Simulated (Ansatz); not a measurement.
Species: C3H8FSi, charge -1, multiplicity 1. It need not be the lowest isomer of its formula. Whether it binds its extra electron was not tested at this geometry. 
Geometry from a B3LYP-D3(BJ)/def2-TZVP (Ansatz, an electronic-structure program) optimisation:
```
Si
F 1 1.6839
C 1 1.7468 2 121.74
H 3 1.0889 1 121.12 2 77.54
H 3 1.0889 4 113.41 1 156.85
C 1 1.9050 2 98.89 3 -124.88
H 6 1.0929 1 110.98 2 -159.80
H 6 1.0946 7 107.50 1 120.27
H 6 1.0948 7 108.55 8 116.27
C 1 1.9050 2 98.89 6 -110.25
H 10 1.0929 1 110.98 2 159.80
H 10 1.0946 11 107.50 1 -120.27
H 10 1.0948 11 108.55 12 -116.27
```
Charge -1, spin multiplicity 1.

Total electronic energies in hartree. Valence correlation only, unless marked. Spin-orbit coupling is left out. No relativistic terms. CBS marks a two-point X^-3 extrapolation of the correlation energy; Hartree-Fock from the larger set. [CCSD(T)-MP2]/basis is that difference in the basis named.

```json
[
 {"level": "HF/cc-pV(D+d)Z", "program": "Ansatz", "energy (Eh)": "-506.68273"},
 {"level": "HF/cc-pV(T+d)Z", "program": "Ansatz", "energy (Eh)": "-506.77815"},
 {"level": "HF/cc-pwCVTZ", "program": "Ansatz", "energy (Eh)": "-506.78055"},
 {"level": "RI-HF/cc-pV(Q+d)Z", "program": "Ansatz", "energy (Eh)": "-506.80211"},
 {"level": "PBE-D3(BJ)/def2-TZVPD", "program": "Ansatz + dftd3", "energy (Eh)": "-508.24429"},
 {"level": "r2SCAN/def2-TZVPD", "program": "Ansatz", "energy (Eh)": "-508.51096"},
 {"level": "r2SCAN-D3(BJ)/def2-TZVPD", "program": "Ansatz + dftd3", "energy (Eh)": "-508.51377"},
 {"level": "B3LYP/def2-TZVPD", "program": "Ansatz", "energy (Eh)": "-508.68571"},
 {"level": "PBE0/STO-3G", "program": "Ansatz", "energy (Eh)": "-501.75812"},
 {"level": "PBE0-D3(BJ)/def2-TZVP", "program": "Ansatz + dftd3", "energy (Eh)": "-508.28772"},
 {"level": "BHLYP-D3(BJ)/def2-TZVPD", "program": "Ansatz + dftd3", "energy (Eh)": "-508.54942"},
 {"level": "r2SCANh/def2-TZVPD", "program": "Ansatz", "energy (Eh)": "-508.49963"},
 {"level": "CAM-B3LYP-D4/def2-TZVPD", "program": "Ansatz + dftd4", "energy (Eh)": "-508.57834"},
 {"level": "LC-wPBE/def2-TZVPD", "program": "Ansatz", "energy (Eh)": "-508.43690"},
 {"level": "MP2/STO-3G", "program": "Ansatz", "energy (Eh)": "-500.52551"},
 {"level": "MP2/cc-pV(D+d)Z", "program": "Ansatz", "energy (Eh)": "-507.41368"},
 {"level": "MP2/aug-cc-pV(T+d)Z", "program": "Ansatz", "energy (Eh)": "-507.73693"},
 {"level": "RI-MP2/aug-cc-pV(Q+d)Z", "program": "Ansatz", "energy (Eh)": "-507.81129"},
 {"level": "CCSD/aug-cc-pV(T+d)Z", "program": "Ansatz", "energy (Eh)": "-507.77786"},
 {"level": "CCSD(T)/6-31G", "program": "Ansatz", "energy (Eh)": "-507.04506"},
 {"level": "CCSD(T)/aug-cc-pV(D+d)Z", "program": "Ansatz", "energy (Eh)": "-507.57968"},
 {"level": "RI-MP2/CBS(aug-cc-pV(T+d)Z,aug-cc-pV(Q+d)Z)+[CCSD(T)-MP2]/aug-cc-pV(D+d)Z", "program": "Ansatz", "energy (Eh)": "-507.9340"},
 {"level": "RI-MP2/CBS(aug-cc-pV(T+d)Z,aug-cc-pV(Q+d)Z)+[CCSD(T)-MP2]/aug-cc-pV(T+d)Z", "program": "Ansatz", "energy (Eh)": "-507.9339"}
]
```

Totals of different functionals don't rank their quality; only differences between species are comparable.
